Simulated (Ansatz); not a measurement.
Abridged output of a molecular run in Ansatz:

```
Functional definition: HF
1628 factors; integrals over basis functions are off by at most 9.7e-4 eV
mean field evaluation 1: about -70872.6527 eV, gradient 3.3e1 eV
mean field evaluation 2: about -70872.8574 eV, gradient 3.3e1 eV
mean field evaluation 4: about -70875.6349 eV, gradient 3.8e0 eV
mean field evaluation 8: about -70875.6995 eV, gradient 1.8e-1 eV
mean field -70875.69962192 eV, -2604.6339198310 hartree, gradient 2.5e-6 eV, S^2 0.000000; 0 other end points of the search recorded, 0 dependent functions left out
17 core orbitals not correlated: weight in the atoms' cores, before any rotation towards them, 1.000 or more for the frozen orbitals, at most 0.000 for the correlated occupied ones
reference -70875.69962192 eV, -2604.6339198310 hartree; 21, 21 occupied and 229, 229 virtual orbitals, 1628 factors
second order -28.61568772 eV of doubles, -0.00000000 eV of singles
cycle   1  -28.79473161 eV  change   -1.8e-1 eV  update   1.2e-1
cycle   2  -29.58864031 eV  change   -7.9e-1 eV  update   3.6e-2
cycle   3  -29.73623101 eV  change   -1.5e-1 eV  update   1.9e-2
cycle   4  -29.71628820 eV  change    2.0e-2 eV  update   4.3e-3
cycle   5  -29.71398709 eV  change    2.3e-3 eV  update   2.0e-3
cycle   6  -29.71498999 eV  change   -1.0e-3 eV  update   5.3e-4
cycle   7  -29.71464182 eV  change    3.5e-4 eV  update   2.1e-4
cycle   8  -29.71451499 eV  change    1.3e-4 eV  update   6.5e-5
cycle   9  -29.71455142 eV  change   -3.6e-5 eV  update   2.7e-5
perturbative correction -0.98962754 eV, -0.0363681412 hartree
Total energy: -70906.40380088 eV, -2605.7622775956 hartree
```

Its atoms:

Z-matrix (Å, degrees):
```
C
F 1 1.363
Ge 1 2.002 2 110.0
F 1 1.363 2 107.3 3 119.6
H 1 1.095 2 107.5 3 -125.1
Si 3 2.378 1 109.0 2 58.9
H 3 1.538 1 106.8 2 -179.2
H 3 1.538 1 106.8 2 -63.0
H 6 1.485 3 109.7 1 59.9
H 6 1.486 3 109.2 1 179.6
H 6 1.485 3 109.7 1 -60.7
```

Problem. Which basis set was used?
A. def2-QZVPP
B. def2-TZVPPD
C. def2-SVP
D. def2-TZVPP

Solution. D. It gives 267 functions.

Problem. Write the keys of the input that set method, charge and spin (a neutral closed shell needs none for the last two).

Solution. 
```yaml
correlation: {method: ccsd_t}
```
